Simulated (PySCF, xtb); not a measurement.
B(H)(OEt)(NH2) (C2H8BNO), SMILES O(BN)CC.

GFN2-xTB in xtb at its own geometry gives an orbital gap of 6.78 eV and a dipole moment of 0.43 D.

The structure is a stationary point at B3LYP-D3(BJ)/def2-SVP. The structure was generated by enumeration, and PubChem lists no compound with its InChIKey, so it may never have been made. The values are those of a single conformer.

### Question
What does PBE/def2-TZVP (PySCF) give? (An estimate is asked for; the answer gives what the named calculation found.)

### Answer
gap 6.37 eV (levels -6.02 and 0.35 eV), dipole 0.44 D.
